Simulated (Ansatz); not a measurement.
Relaxation of CH4N2Te (8 atoms, charge 0, multiplicity 1), to a largest force component of 0.015 eV/Å in at most 40 steps.

All numbers below come from Ansatz 0.2.0, RKS LDA/def2-SVP.

```xyz
8
Properties=species:S:1:pos:R:3
N -0.872 1.159 -0.083
C -0.115 0.199 -0.199
N 1.246 0.378 0.050
Te -0.772 -1.698 -0.759
H -1.939 1.086 -0.300
H 1.954 -0.423 -0.034
H 1.666 1.336 0.322
H -1.072 -2.079 0.909
```

Where does it end, and by what steps?

It converged. After 18 steps the energy has fallen by 0.578 eV; H8 moved furthest, 0.65 Å.

| step | energy less start (eV) | largest force component (eV/Å) | accepted |
| --- | --- | --- | --- |
| 0 | 0.0000 | 4.082 | yes |
| 1 | -0.4627 | 1.095 | yes |
| 2 | -0.5129 | 0.658 | yes |
| 3 | -0.5338 | 0.568 | yes |
| 4 | -0.5452 | 0.146 | yes |
| 5 | -0.5461 | 0.034 | yes |
| 6 | -0.5477 | 0.023 | yes |
| 7 | -0.5481 | 0.028 | yes |
| 8 | -0.5501 | 0.254 | yes |
| 9 | -0.5635 | 0.131 | yes |
| 10 | -0.5678 | 0.162 | yes |
| 11 | -0.5684 | 0.244 | yes |
| 12 | -0.5659 | 0.436 | no |
| 13 | -0.5768 | 0.090 | yes |
| 14 | -0.5731 | 0.667 | no |
| 15 | -0.5775 | 0.043 | yes |
| 16 | -0.5778 | 0.024 | yes |
| 17 | -0.5778 | 0.019 | yes |
| 18 | -0.5779 | 0.003 | yes |

```xyz
8
Properties=species:S:1:pos:R:3
N -0.869 1.143 0.085
C -0.019 0.231 -0.117
N 1.320 0.436 -0.144
Te -0.449 -1.871 -0.601
H -1.844 0.861 -0.067
H 1.947 -0.339 0.082
H 1.630 1.391 0.070
H -1.619 -1.894 0.600
```

Time of the run: 35 s on 1 thread of Arm Neoverse V1, on a shared host, peak memory 0.12 GiB.
